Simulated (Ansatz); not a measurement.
## A substitution series on Si: F to Br

Gas-phase molecules. On one Si centre, n of the F ligands are replaced by Br. The HOMO–LUMO gap y in eV at wB97X-V/def2-TZVPP. Shapes: PBE0-D4/def2-TZVP. Programs: Ansatz 0.2.0.

| molecule | n | y (eV) |
| --- | --- | --- |
| SiF4 | 0 | 18.01 |
| SiBrF3 | 1 | ? |
| SiBr2F2 | 2 | 12.95 |
| SiBr3F | 3 | 12.06 |
| SiBr4 | 4 | 11.54 |

Task: Fit y = c + s·n to the known rows and predict SiBrF3.

Result: 
1. Means of the 4 rows: n = 2.25000, y = 13.640.
2. Σ(Δn)² = 8.75, Σ(Δn·Δy) = -14.52, so the slope is -14.52/8.75 = -1.6594.
3. Intercept: 13.640 − (-1.6594) × 2.25000 = 17.374. The largest residual of the fit is 1.10.
4. SiBrF3: 17.374 + (-1.6594) × 1 = 15.71 eV.

The run gave 14.20 eV, so the prediction is off by +1.51 eV, more than the largest residual. The step per swap changes from -3.81 to -0.52 eV along the series, so a line misses the bend. Other levels give for SiBrF3: SPW92/def2-TZVPP 7.02; BHLYP-D4/def2-TZVPP 11.76 eV. Orbital gaps aren't excitation energies, and the LUMO depends on the basis. Relativity is left out for Br.
